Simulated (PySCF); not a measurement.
Si(All)(Cl)2(F) (C3H5Cl2FSi), SMILES C=CC[Si](F)(Cl)Cl.

Geometry optimised at r2SCAN-D4/def2-SVP. Other conformers were not sampled.

Method: TDA-PBE/def2-SVPD (PySCF).

Vertical excitations. Gas-phase values at a fixed geometry.

**Question.** List the lowest excited states. (Estimate from the structure and the level; the computed values follow.)

**Answer.** 
```tsv
state	energy (eV)	λ (nm)	f	main pairs
S1	5.74	216	0.015	HOMO→LUMO+1 93 %
S2	6.35	195	0.094	HOMO→LUMO+2 49 %, HOMO→LUMO 33 %
S3	6.65	187	0.010	HOMO−1→LUMO 83 %
S4	6.65	187	0.049	HOMO→LUMO+2 37 %, HOMO→LUMO+4 19 %, HOMO−1→LUMO 17 %, HOMO→LUMO 12 %
S5	6.85	181	0.009	HOMO→LUMO+3 73 %, HOMO→LUMO+4 13 %, HOMO−2→LUMO 12 %
S6	6.90	180	0.018	HOMO−2→LUMO 78 %
T1	4.25	292	0	HOMO→LUMO 95 %
T2	5.66	219	0	HOMO→LUMO+1 99 %
```
Triplets are in the Tamm–Dancoff approximation.
